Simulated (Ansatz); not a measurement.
Cartesian coordinates in Å:
```
F 0.645 -0.264 -1.718
Sn 0.133 -0.096 0.119
Br -1.934 1.235 0.091
H -0.214 -1.669 0.646
H 1.369 0.794 0.862
```

Total charge 0; spin multiplicity 1. Sn: def2 effective core potential.

(1) List the CAM-B3LYP/def2-TZVPP orbital energies in eV (the Gaussian-basis code of Ansatz). (Best estimate.)

Results:

(1) Computed: Occupied: -13141.03, -1702.52, -1534.28, -1534.21, -1534.21, -672.52, -238.60, -179.52, -179.32, -179.31, -142.29, -97.24, -97.19, -97.10, -73.85, -73.80, -73.79, -73.63, -73.63, -33.66, -31.41, -31.32, -31.26, -31.22, -30.68, -23.28, -16.83, -13.14, -13.14, -12.92, -11.57, -11.18, -10.10, -9.93. Lowest empty: -0.42, 0.01, 0.85, 2.50, 2.89, 3.28, 3.88, 4.73.
